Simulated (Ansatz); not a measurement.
This geometry of AlH7O2Si (11 atoms, charge 0, multiplicity 1) is a first-order saddle point.

Level of theory: Ansatz 0.2.0, RKS PBE0-D4/6-31G*.

```xyz
11
Properties=species:S:1:pos:R:3
Al -0.046 0.290 -0.028
H -0.706 -0.637 1.322
O 1.641 0.038 -0.218
H 2.012 -0.216 -1.067
H -1.057 0.399 -1.243
O -0.242 1.496 1.385
Si 0.875 2.430 2.237
H 1.837 1.555 2.955
H 1.586 3.306 1.273
H 0.129 3.257 3.220
H -0.573 0.384 1.710
```

Question: Which two structures does it join? (They come from a converged band through this point; their orientation in space is the band's.)

Answer: Bonds broken: Al1–H2, O6–H11. Bonds formed: H2–H11. AlH7O2Si becomes AlH5O2Si + H2.

Initial state:

```xyz
11
Properties=species:S:1:pos:R:3
Al -0.264 0.044 0.053
H -0.301 -1.470 0.558
O 1.396 0.782 0.195
H 2.163 0.210 0.316
H -1.148 0.554 -1.167
O -0.474 1.259 1.503
Si 1.098 2.056 1.787
H 2.188 1.297 2.461
H 1.496 3.151 0.871
H 0.524 2.823 2.960
H -1.224 1.596 2.006
```

Final state:

```xyz
11
Properties=species:S:1:pos:R:3
Al 0.137 0.776 -0.207
H -0.782 -1.239 1.587
O 1.611 -0.010 -0.560
H 1.664 -0.633 -1.291
H -1.177 0.542 -1.048
O 0.136 1.902 1.067
Si 0.980 2.691 2.236
H 1.539 1.736 3.238
H 2.112 3.470 1.656
H 0.076 3.642 2.942
H -0.839 -0.576 1.923
```

Question: How far does it lie above each of them?

Answer: 0.90 eV above the first and 1.14 eV above the second. This is the barrier of this one path; another mechanism may lie lower. The orbitals stay closed-shell, which can raise the energy where a bond breaks towards radicals; this wasn't checked here.

The run took 15 min on 1 thread of Arm Neoverse V1, with other jobs on the host, peak memory 0.17 GiB.
